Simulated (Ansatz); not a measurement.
Molecular dynamics of CH$_{6}$Sn

Input:

```yaml
crystal:
  periodic: [false, false, false]
  atoms:
    - { symbol: Sn, position_ang: [0.34042, 0.02986, -0.475368] }
    - { symbol: C, position_ang: [1.152317, -0.002989, 1.842631] }
    - { symbol: H, position_ang: [0.181124, -0.136693, 2.355781] }
    - { symbol: H, position_ang: [1.823821, -0.857276, 2.051493] }
    - { symbol: H, position_ang: [1.61659, 0.961129, 2.123493] }
    - { symbol: H, position_ang: [1.898895, 0.106583, 0.236472] }
    - { symbol: H, position_ang: [-0.674802, 1.351421, -0.03775] }
    - { symbol: H, position_ang: [-0.479968, -1.452038, -0.158452] }
basis:
  gaussian: { orbitals: def2-SVP }
hamiltonian:
  xc: lda
md:
  timestep: 0.5
  n_steps: 200
  ensemble: nve
  temperature: 100.0
  initial_velocities: maxwell_boltzmann
  seed: 5875
```

Launched with:

```bash
$ ansatz run input.yaml --threads 1 --pin off --max-ram 2048MiB --backend cpu --events-out ev --progress --plain --runs-dir out
```

It starts at the highest image of a converged band. Of that band: Neighbouring images differ by up to 1.4 eV, so the band resolves the path poorly. A vibrational analysis at the climbing image gives one clearly imaginary mode, 1017i cm⁻¹: a first-order saddle point.

Output, in part (one step line in 3, the closing report, with atoms numbered from 0):

```
md step     0: t =     0.00 fs  T =   100.0 K  F+E_penalty+E_count = -6941.71720414 eV  E_kin = 0.077556 eV  conserved = -6941.63964815 eV  (25 SCF iters)
md step     3: t =     1.50 fs  T =    70.7 K  F+E_penalty+E_count = -6941.69403901 eV  E_kin = 0.054823 eV  conserved = -6941.63921599 eV  (28 SCF iters)
md step     6: t =     3.00 fs  T =    41.8 K  F+E_penalty+E_count = -6941.67134125 eV  E_kin = 0.032416 eV  conserved = -6941.63892537 eV  (28 SCF iters)
md step     9: t =     4.50 fs  T =    57.5 K  F+E_penalty+E_count = -6941.68390778 eV  E_kin = 0.044602 eV  conserved = -6941.63930549 eV  (28 SCF iters)
md step    12: t =     6.00 fs  T =    64.7 K  F+E_penalty+E_count = -6941.68963329 eV  E_kin = 0.050208 eV  conserved = -6941.63942513 eV  (28 SCF iters)
md step    15: t =     7.50 fs  T =    48.1 K  F+E_penalty+E_count = -6941.67630841 eV  E_kin = 0.037329 eV  conserved = -6941.63897900 eV  (28 SCF iters)
md step    18: t =     9.00 fs  T =    69.4 K  F+E_penalty+E_count = -6941.69291739 eV  E_kin = 0.053826 eV  conserved = -6941.63909112 eV  (28 SCF iters)
md step    21: t =    10.50 fs  T =   112.8 K  F+E_penalty+E_count = -6941.72696146 eV  E_kin = 0.087474 eV  conserved = -6941.63948764 eV  (27 SCF iters)
md step    24: t =    12.00 fs  T =   125.0 K  F+E_penalty+E_count = -6941.73598175 eV  E_kin = 0.096910 eV  conserved = -6941.63907157 eV  (27 SCF iters)
md step    27: t =    13.50 fs  T =   168.5 K  F+E_penalty+E_count = -6941.76926653 eV  E_kin = 0.130694 eV  conserved = -6941.63857284 eV  (28 SCF iters)
md step    30: t =    15.00 fs  T =   323.1 K  F+E_penalty+E_count = -6941.88927079 eV  E_kin = 0.250569 eV  conserved = -6941.63870202 eV  (28 SCF iters)
md step    33: t =    16.50 fs  T =   579.1 K  F+E_penalty+E_count = -6942.08806518 eV  E_kin = 0.449147 eV  conserved = -6941.63891784 eV  (27 SCF iters)
md step    36: t =    18.00 fs  T =   892.7 K  F+E_penalty+E_count = -6942.33320613 eV  E_kin = 0.692323 eV  conserved = -6941.64088283 eV  (26 SCF iters)
md step    39: t =    19.50 fs  T =   950.5 K  F+E_penalty+E_count = -6942.38285503 eV  E_kin = 0.737164 eV  conserved = -6941.64569086 eV  (26 SCF iters)
md step    42: t =    21.00 fs  T =   589.1 K  F+E_penalty+E_count = -6942.09081748 eV  E_kin = 0.456875 eV  conserved = -6941.63394232 eV  (27 SCF iters)
md step    45: t =    22.50 fs  T =  1133.4 K  F+E_penalty+E_count = -6942.52452126 eV  E_kin = 0.879051 eV  conserved = -6941.64546988 eV  (27 SCF iters)
md step    48: t =    24.00 fs  T =  1400.5 K  F+E_penalty+E_count = -6942.72917588 eV  E_kin = 1.086133 eV  conserved = -6941.64304280 eV  (27 SCF iters)
md step    51: t =    25.50 fs  T =  1183.5 K  F+E_penalty+E_count = -6942.55722502 eV  E_kin = 0.917865 eV  conserved = -6941.63935967 eV  (26 SCF iters)
md step    54: t =    27.00 fs  T =  1035.4 K  F+E_penalty+E_count = -6942.44196660 eV  E_kin = 0.802987 eV  conserved = -6941.63898010 eV  (28 SCF iters)
md step    57: t =    28.50 fs  T =  1071.4 K  F+E_penalty+E_count = -6942.46949631 eV  E_kin = 0.830969 eV  conserved = -6941.63852762 eV  (27 SCF iters)
md step    60: t =    30.00 fs  T =  1355.9 K  F+E_penalty+E_count = -6942.69032620 eV  E_kin = 1.051565 eV  conserved = -6941.63876094 eV  (27 SCF iters)
md step    63: t =    31.50 fs  T =  1795.7 K  F+E_penalty+E_count = -6943.03562378 eV  E_kin = 1.392687 eV  conserved = -6941.64293685 eV  (27 SCF iters)
md step    66: t =    33.00 fs  T =  1755.3 K  F+E_penalty+E_count = -6943.00691631 eV  E_kin = 1.361360 eV  conserved = -6941.64555638 eV  (27 SCF iters)
md step    69: t =    34.50 fs  T =  1337.2 K  F+E_penalty+E_count = -6942.67078158 eV  E_kin = 1.037084 eV  conserved = -6941.63369769 eV  (26 SCF iters)
md step    72: t =    36.00 fs  T =  1731.5 K  F+E_penalty+E_count = -6942.98889775 eV  E_kin = 1.342917 eV  conserved = -6941.64598088 eV  (26 SCF iters)
md step    75: t =    37.50 fs  T =  1625.0 K  F+E_penalty+E_count = -6942.90212266 eV  E_kin = 1.260265 eV  conserved = -6941.64185767 eV  (27 SCF iters)
md step    78: t =    39.00 fs  T =  1209.9 K  F+E_penalty+E_count = -6942.57660202 eV  E_kin = 0.938321 eV  conserved = -6941.63828076 eV  (26 SCF iters)
md step    81: t =    40.50 fs  T =  1097.7 K  F+E_penalty+E_count = -6942.48887876 eV  E_kin = 0.851323 eV  conserved = -6941.63755610 eV  (28 SCF iters)
md step    84: t =    42.00 fs  T =  1425.5 K  F+E_penalty+E_count = -6942.74514792 eV  E_kin = 1.105544 eV  conserved = -6941.63960405 eV  (27 SCF iters)
md step    87: t =    43.50 fs  T =  1790.2 K  F+E_penalty+E_count = -6943.03481015 eV  E_kin = 1.388375 eV  conserved = -6941.64643493 eV  (27 SCF iters)
md step    90: t =    45.00 fs  T =  1369.5 K  F+E_penalty+E_count = -6942.70203102 eV  E_kin = 1.062133 eV  conserved = -6941.63989756 eV  (27 SCF iters)
md step    93: t =    46.50 fs  T =  1363.5 K  F+E_penalty+E_count = -6942.69684874 eV  E_kin = 1.057502 eV  conserved = -6941.63934638 eV  (27 SCF iters)
md step    96: t =    48.00 fs  T =  1837.1 K  F+E_penalty+E_count = -6943.07100505 eV  E_kin = 1.424768 eV  conserved = -6941.64623687 eV  (27 SCF iters)
md step    99: t =    49.50 fs  T =  1555.1 K  F+E_penalty+E_count = -6942.84620842 eV  E_kin = 1.206085 eV  conserved = -6941.64012323 eV  (27 SCF iters)
md step   102: t =    51.00 fs  T =  1224.5 K  F+E_penalty+E_count = -6942.58779221 eV  E_kin = 0.949677 eV  conserved = -6941.63811485 eV  (27 SCF iters)
md step   105: t =    52.50 fs  T =  1245.1 K  F+E_penalty+E_count = -6942.60380433 eV  E_kin = 0.965626 eV  conserved = -6941.63817810 eV  (27 SCF iters)
md step   108: t =    54.00 fs  T =  1581.0 K  F+E_penalty+E_count = -6942.86805394 eV  E_kin = 1.226193 eV  conserved = -6941.64186055 eV  (27 SCF iters)
md step   111: t =    55.50 fs  T =  1611.8 K  F+E_penalty+E_count = -6942.89662384 eV  E_kin = 1.250023 eV  conserved = -6941.64660092 eV  (27 SCF iters)
md step   114: t =    57.00 fs  T =  1119.9 K  F+E_penalty+E_count = -6942.50232929 eV  E_kin = 0.868536 eV  conserved = -6941.63379368 eV  (27 SCF iters)
md step   117: t =    58.50 fs  T =  1493.5 K  F+E_penalty+E_count = -6942.80365545 eV  E_kin = 1.158271 eV  conserved = -6941.64538461 eV  (27 SCF iters)
md step   120: t =    60.00 fs  T =  1564.5 K  F+E_penalty+E_count = -6942.85603208 eV  E_kin = 1.213333 eV  conserved = -6941.64269908 eV  (27 SCF iters)
md step   123: t =    61.50 fs  T =  1234.0 K  F+E_penalty+E_count = -6942.59624042 eV  E_kin = 0.957018 eV  conserved = -6941.63922237 eV  (27 SCF iters)
md step   126: t =    63.00 fs  T =  1067.9 K  F+E_penalty+E_count = -6942.46636325 eV  E_kin = 0.828250 eV  conserved = -6941.63811316 eV  (27 SCF iters)
md step   129: t =    64.50 fs  T =  1272.2 K  F+E_penalty+E_count = -6942.62566113 eV  E_kin = 0.986660 eV  conserved = -6941.63900148 eV  (27 SCF iters)
md step   132: t =    66.00 fs  T =  1643.4 K  F+E_penalty+E_count = -6942.91885738 eV  E_kin = 1.274541 eV  conserved = -6941.64431634 eV  (27 SCF iters)
md step   135: t =    67.50 fs  T =  1449.0 K  F+E_penalty+E_count = -6942.76671344 eV  E_kin = 1.123761 eV  conserved = -6941.64295238 eV  (27 SCF iters)
md step   138: t =    69.00 fs  T =  1212.2 K  F+E_penalty+E_count = -6942.57700533 eV  E_kin = 0.940159 eV  conserved = -6941.63684659 eV  (26 SCF iters)
md step   141: t =    70.50 fs  T =  1564.8 K  F+E_penalty+E_count = -6942.85880514 eV  E_kin = 1.213558 eV  conserved = -6941.64524731 eV  (26 SCF iters)
md step   144: t =    72.00 fs  T =  1419.9 K  F+E_penalty+E_count = -6942.74209478 eV  E_kin = 1.101255 eV  conserved = -6941.64083969 eV  (26 SCF iters)
md step   147: t =    73.50 fs  T =  1159.0 K  F+E_penalty+E_count = -6942.53793617 eV  E_kin = 0.898866 eV  conserved = -6941.63906981 eV  (27 SCF iters)
md step   150: t =    75.00 fs  T =  1122.5 K  F+E_penalty+E_count = -6942.50916280 eV  E_kin = 0.870530 eV  conserved = -6941.63863270 eV  (27 SCF iters)
md step   153: t =    76.50 fs  T =  1363.3 K  F+E_penalty+E_count = -6942.69803386 eV  E_kin = 1.057303 eV  conserved = -6941.64073132 eV  (27 SCF iters)
md step   156: t =    78.00 fs  T =  1495.6 K  F+E_penalty+E_count = -6942.80544273 eV  E_kin = 1.159948 eV  conserved = -6941.64549467 eV  (27 SCF iters)
md step   159: t =    79.50 fs  T =  1122.4 K  F+E_penalty+E_count = -6942.50736947 eV  E_kin = 0.870480 eV  conserved = -6941.63688921 eV  (26 SCF iters)
md step   162: t =    81.00 fs  T =  1272.0 K  F+E_penalty+E_count = -6942.62983392 eV  E_kin = 0.986501 eV  conserved = -6941.64333283 eV  (25 SCF iters)
md step   165: t =    82.50 fs  T =  1339.0 K  F+E_penalty+E_count = -6942.68105604 eV  E_kin = 1.038512 eV  conserved = -6941.64254445 eV  (26 SCF iters)
md step   168: t =    84.00 fs  T =  1100.0 K  F+E_penalty+E_count = -6942.49277542 eV  E_kin = 0.853115 eV  conserved = -6941.63966003 eV  (27 SCF iters)
md step   171: t =    85.50 fs  T =   973.7 K  F+E_penalty+E_count = -6942.39450788 eV  E_kin = 0.755199 eV  conserved = -6941.63930933 eV  (26 SCF iters)
md step   174: t =    87.00 fs  T =  1058.4 K  F+E_penalty+E_count = -6942.45979461 eV  E_kin = 0.820868 eV  conserved = -6941.63892647 eV  (27 SCF iters)
md step   177: t =    88.50 fs  T =  1340.7 K  F+E_penalty+E_count = -6942.68217501 eV  E_kin = 1.039795 eV  conserved = -6941.64237982 eV  (26 SCF iters)
md step   180: t =    90.00 fs  T =  1352.1 K  F+E_penalty+E_count = -6942.69082989 eV  E_kin = 1.048647 eV  conserved = -6941.64218326 eV  (26 SCF iters)
md step   183: t =    91.50 fs  T =  1277.9 K  F+E_penalty+E_count = -6942.63011315 eV  E_kin = 0.991056 eV  conserved = -6941.63905685 eV  (26 SCF iters)
md step   186: t =    93.00 fs  T =  1428.2 K  F+E_penalty+E_count = -6942.75150194 eV  E_kin = 1.107671 eV  conserved = -6941.64383067 eV  (25 SCF iters)
md step   189: t =    94.50 fs  T =  1269.6 K  F+E_penalty+E_count = -6942.62477927 eV  E_kin = 0.984677 eV  conserved = -6941.64010236 eV  (27 SCF iters)
md step   192: t =    96.00 fs  T =  1142.4 K  F+E_penalty+E_count = -6942.52673194 eV  E_kin = 0.885968 eV  conserved = -6941.64076442 eV  (27 SCF iters)
md step   195: t =    97.50 fs  T =  1044.8 K  F+E_penalty+E_count = -6942.44978360 eV  E_kin = 0.810341 eV  conserved = -6941.63944246 eV  (27 SCF iters)
md step   198: t =    99.00 fs  T =  1104.5 K  F+E_penalty+E_count = -6942.49651298 eV  E_kin = 0.856627 eV  conserved = -6941.63988554 eV  (26 SCF iters)
md step   200: t =   100.00 fs  T =  1207.0 K  F+E_penalty+E_count = -6942.57849499 eV  E_kin = 0.936079 eV  conserved = -6941.64241629 eV  (27 SCF iters)
Total energy: -6942.57853220 eV, -255.1350552096 hartree
Atom 0 at     0.228271     0.037423    -0.684221 Å, force     0.555244     0.287234    -0.170901 eV/Å
Atom 1 at     2.075131    -0.059166     3.359077 Å, force    -0.314610    -0.201301    -1.045010 eV/Å
Atom 2 at     2.927144    -0.498193     2.615875 Å, force    -1.962527     0.840213     1.686440 eV/Å
Atom 3 at     1.154823    -0.742972     3.552960 Å, force     1.350718     0.575126    -0.606740 eV/Å
Atom 4 at     1.658392     0.944236     2.986269 Å, force     0.491118    -1.013021     0.013884 eV/Å
Atom 5 at     2.458043     0.185302     4.372125 Å, force     0.404204    -0.199326    -0.113644 eV/Å
Atom 6 at    -0.935155     1.292191    -0.129558 Å, force    -0.155012    -0.319386     0.067335 eV/Å
Atom 7 at    -0.685963    -1.428699    -0.299963 Å, force    -0.369135     0.030462     0.168636 eV/Å
Dipole moment:     0.051276     0.006061     0.034190 e Å
```

The run went to its last step. The conserved energy stayed within 1.1 meV per atom of its start (net change -0.35 meV per atom), so the integration is sound. The kinetic energy rose, since the run started high on the potential surface and went downhill. It ends in pieces (CH4 + H2Sn), so much of that is their flight and rotation, not heat. A run of 0.1 ps of so small a system gives no equilibrium averages. The orbitals stay closed-shell, which can raise the energy where a bond breaks towards radicals; this wasn't checked here.

Between its relaxed ends the band would form C2–H6 and break Sn1–C2, Sn1–H6. These pairs go: C2–H6 1.77 → 1.11 Å, Sn1–C2 2.46 → 4.45 Å, Sn1–H6 1.72 → 5.53 Å. In the last frame they stand as after the step (other bonds may differ from the relaxed reactants and products). It ends as CH4 + H2Sn. Pairs count as bonded within 1.25 times the sum of covalent radii (0.12 Å more for H–H).

Last frame:

```xyz
8
Properties=species:S:1:pos:R:3
Sn 0.228 0.037 -0.684
C 2.075 -0.059 3.359
H 2.927 -0.498 2.616
H 1.155 -0.743 3.553
H 1.658 0.944 2.986
H 2.458 0.185 4.372
H -0.935 1.292 -0.130
H -0.686 -1.429 -0.300
```

Run time: 2.6 min on 1 thread of Intel(R) Xeon(R) Platinum 8375C CPU @ 2.90GHz (Ice Lake), on a shared host, peak memory 0.13 GiB.
